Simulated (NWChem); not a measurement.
Molecule: BeGeH₄Se; SMILES [GeH3][Be][SeH]

```xyz
7

Be    -0.0036     0.0988     0.0004
Se    -0.0902     2.1380     0.0083
H      1.3531     2.1906    -0.2908
Ge     0.0605    -2.0987    -0.0014
H      0.4785    -2.6830    -1.3685
H      1.0519    -2.6674     1.0372
H     -1.3156    -2.7175     0.3308
```
Atoms are numbered in this order, from 1.

Program: NWChem. Pople sets run with spherical d functions. All runs use the structure optimised with PBE0/def2-SVP. Vzz is the largest principal value of the second derivative of the potential at the nucleus (NWChem prints the opposite sign); η is the asymmetry. Non-relativistic.

```tsv
level	Vzz Be1 (a.u.)	η Be1	Vzz Se2 (a.u.)	η Se2	Vzz Ge4 (a.u.)	η Ge4
CAM-B3LYP/def2-SVP	-0.188	0.24	4.056	0.47	-0.703	0.01
CAM-B3LYP/6-31G*	-0.196	0.23	3.596	0.60	-0.453	0.01
PBE0/def2-TZVP	-0.198	0.24	3.621	0.53	-0.541	0.03
PBE0/def2-SVP	-0.178	0.27	3.833	0.47	-0.604	0.02
```
